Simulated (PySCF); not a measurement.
## A search over the determinants of BrCl

Unrestricted PBE0; PySCF, spin-free X2C with a Gaussian nucleus, basis sets Br x2c-TZVPPall, Cl x2c-TZVPPall. Outer shells of the fragments: Br 3d10 4s2 4p5; Cl 3s2 3p5.

Followed along the bond (rough minima from three points):

```
2Ms+1  unpaired  ⟨S²⟩ at the start  R at minimum (Å)  Te (eV)
    1      none               0.00              2.14     0.00
    3  σ ↑, π ↑               2.01  none in the scan   ≤ 2.02
```

Solutions found at the starting distance of 2.085 Å, counted from the lowest of them; the search is not exhaustive and high or unbound solutions are not listed, so other states can lie among these:

| 2Ms+1 | unpaired | term | E (eV) | ⟨S²⟩ | ⟨Lz²⟩ | μ (D) |
| --- | --- | --- | --- | --- | --- | --- |
| 1 | none | ¹Σ⁺ | 0.00 | 0.00 | 0.00 | -0.47 |
| 3 | σ ↑, π ↑ | ³Π | 2.74 | 2.01 | 1.01 | -0.45 |
| 1 | σ ↑, π ↓ | mixed | 3.00 | 1.01 | 1.01 | -0.42 |
| 3 | π ↑↑ | ³Σ⁻ | 6.45 | 2.01 | 0.00 | -0.25 |
| 3 | σ ↑↑ | ³Σ⁺ | 6.54 | 2.01 | 0.00 | 0.38 |
| 3 | π ↑↑ | mixed | 8.60 | 2.01 | 2.02 | 0.69 |

A term symbol is given only where ⟨S²⟩ and ⟨Lz²⟩ are close to those of a pure state; real π, δ and φ orbitals otherwise mix terms. A positive dipole means Br(−)Cl(+).

The measured ground state is X ¹Σ+ (Huber and Herzberg, Constants of Diatomic Molecules (1979)).

Counting both spins, an empty level lies below a filled one in some of these solutions, because spin and occupation are held.
